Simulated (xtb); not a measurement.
Harmonic IR lines of one isomer of C2H4B2, unscaled. All values below come from GFN2-xTB (xtb).

```
wavenumber (cm⁻¹)  relative intensity
-----------------  ------------------
358                                69
825                                15
858                               3.4
988                               4.0
1018                               12
1120                              3.8
1193                              8.8
1476                              8.2
1491                              5.3
1645                              5.0
2957                              100
2969                               34
2975                               35
```

**Question.** Which structure gives these lines?
A. `CC1=BB1`
B. `B1=BCC1`
C. `BB1C=C1`
D. `BC1=CB1`

**Answer.** B, `B1=BCC1`
